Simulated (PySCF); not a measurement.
# A small calculation by hand: refractive index and permittivity of the vapour

In(H)(Cl)(Me) (CH4ClIn), SMILES [CH3][InH][Cl].

Geometry optimised at PBE0-D3(BJ)/def2-SVP. The def2 effective core potentials stand for the cores of In; spin–orbit coupling is left out.

r2SCAN/def2-TZVPD (PySCF) gives a mean static polarisability of 67.2 bohr³ and a dipole moment of 3.51 D. Take an ideal gas at 298.15 K and 0.01 bar, whether or not the substance is that volatile.

Q: Work out n − 1 in the optical limit and the static ε − 1.

A: 
Polarisability volume α' = 67.2 × 0.148185 = 9.96 Å³. Number density N = p/kT = 2.43e-7 Å⁻³.
Dilute limit of Lorentz–Lorenz: n − 1 = 2π N α' = 1.5e-5.
Orientation term of Debye: μ²/(3kT) = 8.098 Å³ × μ²(D²) = 99.77 Å³.
ε − 1 = 4π N (α' + μ²/3kT) = 0.00033. Orientation of the dipole supplies 91 % of the static response; it can't follow optical fields. Vibrational polarisation and dispersion are left out.
